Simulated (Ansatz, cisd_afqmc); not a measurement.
Species: W, charge 0, quintet.

Total energies in def2-QZVPP, 6 correlated electrons, 4 frozen orbitals. Radicals and triplets start from unrestricted determinants; spin-orbit coupling is neglected. Correlated methods leave the cores frozen (noble-gas shells, and filled d and f shells in the p block). Past Kr the def2 sets carry scalar-relativistic core potentials. AFQMC is phaseless with a CISD trial state; ± is one standard error, without the phaseless bias. Outlying blocks are dropped, and bars are widened where a walk drifts. Over all cases where full CI ran beside it in this data, AFQMC minus full CI had a median of +0.1 mEh and passed +0.4 mEh in a tenth of the cases. The UHF reference of W ([W], quintet) is spin-contaminated (<S^2> up to 0.26 over the pure value in the sets run).

```json
[
 {"method": "HF", "program": "Ansatz", "energy (Eh)": "-66.32261", "minus CCSDT(Q) (mEh)": "117.45"},
 {"method": "MP2", "program": "Ansatz", "energy (Eh)": "-66.42006", "minus CCSDT(Q) (mEh)": "19.99"},
 {"method": "CCSD", "program": "Ansatz", "energy (Eh)": "-66.43258", "minus CCSDT(Q) (mEh)": "7.48"},
 {"method": "CCSD(T)", "program": "Ansatz", "energy (Eh)": "-66.43871", "minus CCSDT(Q) (mEh)": "1.34"},
 {"method": "CCSDT(Q)", "program": "Ansatz", "energy (Eh)": "-66.44006", "minus CCSDT(Q) (mEh)": "0.00"},
 {"method": "AFQMC/CISD", "program": "cisd_afqmc", "energy (Eh)": "-66.4387 ± 0.0004", "minus CCSDT(Q) (mEh)": "1.4 ± 0.4"}
]
```

Ansatz is a quantum-chemistry and plane-wave program.
